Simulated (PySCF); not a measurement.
CHOS, SMILES [OH+]=C=S, charge +1.

Coordinates come from a B3LYP-D3(BJ)/def2-TZVP optimisation. The isomer is the one that the SMILES or the coordinates give; other isomers of the formula were not compared.

Method: B3LYP-D3(BJ)/def2-TZVP (PySCF 2.14.0).

Frequencies are harmonic and unscaled.

Computed harmonic wavenumbers and intensities:
```
mode  ν (cm⁻¹)  IR (km/mol)  Raman (Å⁴/amu)  depolarisation  moving atoms (share of kinetic energy)
----  --------  -----------  --------------  --------------  --------------------------------------
1          444         26.7             1.4            0.68                   C 69 %, H 15 %, O 9 %
2          481          2.6             0.7            0.75                          C 77 %, O 12 %
3          922          0.6            20.6            0.19                          O 50 %, S 43 %
4         1022        309.2             5.5            0.62                   H 76 %, O 15 %, C 9 %
5         1928        528.6             5.2            0.11                          C 76 %, O 17 %
6         3556        604.5           119.6            0.26                                  H 94 %
```
